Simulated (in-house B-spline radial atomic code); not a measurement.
# Mn³⁺: [Ar] 3d3 4d1 (an excited or competing configuration)

Level of theory: non-relativistic Hartree-Fock with fractional occupations, spin-polarised, spherical fractional occupations, point nucleus; calculated with an all-electron radial atomic-structure program (B-spline basis).

Effective charges: Z_r = [3n² - l(l+1)]/(2<r>) from the radius, Z_e = n√(-2ε) from the energy, and Slater's rules. Values are occupation-weighted means over spin.

| shell | electrons | ε (eV) | <r> (bohr) | Z_r | Z_e | Slater |
| --- | --- | --- | --- | --- | --- | --- |
| 1s | 2 | -6598.6 | 0.06153 | 24.38 | 22.02 | 24.70 |
| 2s | 2 | -846.76 | 0.2806 | 21.38 | 15.78 | 20.85 |
| 2p | 6 | -729.75 | 0.2474 | 20.21 | 14.65 | 20.85 |
| 3s | 2 | -153.6 | 0.8392 | 16.09 | 10.08 | 13.75 |
| 3p | 6 | -116.26 | 0.8752 | 14.28 | 8.77 | 13.75 |
| 3d | 3 | -55.949 | 0.9862 | 10.65 | 6.08 | 6.30 |
| 4d | 1 | -14.983 | 3.642 | 5.77 | 4.20 | 4.00 |

The least bound orbital is 4d up at -14.98 eV, and it is also the most diffuse (<r> = 3.642 bohr).

Caution: exact exchange at fractional occupations of open shells leaves self-interaction of up to several eV.
